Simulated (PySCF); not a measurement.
C6H6F2.
Z-matrix (Å and degrees, GFN2-xTB geometry), rows numbered from 1:
```
F 
C   1  1.3507
C   2  1.3307  1  120.87
C   3  1.4953  2  120.17  1   177.71
C   4  1.5290  3  113.81  2    21.99
F   5  1.3977  4  108.82  3    87.55
C   5  1.5016  4  113.86  3   -32.43
C   7  1.3319  5  121.05  4    24.94
H   3  1.0780  2  121.47  1     0.36
H   4  1.0949  3  108.56  2   -99.44
H   4  1.0919  3  109.86  2   143.41
H   5  1.0975  4  110.46  3  -158.41
H   7  1.0785  5  116.93  4  -160.85
H   8  1.0788  2  117.54  1    -7.97
```

Computed geometry: GFN2-xTB, gas phase.

Take the most abundant isotopes and a rigid rotor. The values belong to one conformer with, in the numbering `[F:1][C:2]1=[CH:3][CH2:4][C@H:5]([F:6])[CH:7]=[CH:8]1`, C2–C3–C4–C5 22°, C3–C4–C5–F6 88°, C4–C5–C7–C8 25°, F1–C2–C8–C7 172°.

Q: What are A, B and C (GHz)?

A: Ia = 127.39, Ib = 323.72, Ic = 386.07 u·Å²; 505379 MHz·u·Å²/I gives 3967, 1561 and 1309 MHz, that is A = 3.9672, B = 1.5612, C = 1.3090 GHz.

Q: What kind of rotor is it?

A: An asymmetric top. Ray's parameter κ = (2B − A − C)/(A − C) = -0.810; −1 is the prolate and +1 the oblate limit.

Q: What does the inertial defect say?

A: Not planar: Δ = Ic − Ia − Ib = -65.04 u·Å². For a rigid frame Δ = −2 Σ m c², so Σ m c² = 32.52 u·Å² lies off the ab plane: 4.31 from hydrogen and 28.21 from heavier atoms. The atom farthest from that plane is 1.64 Å away.

Whether it is a minimum is left open (no frequencies). These are rigid-rotor constants of the computed structure; measured ground-state constants (B0) also hold zero-point vibration.
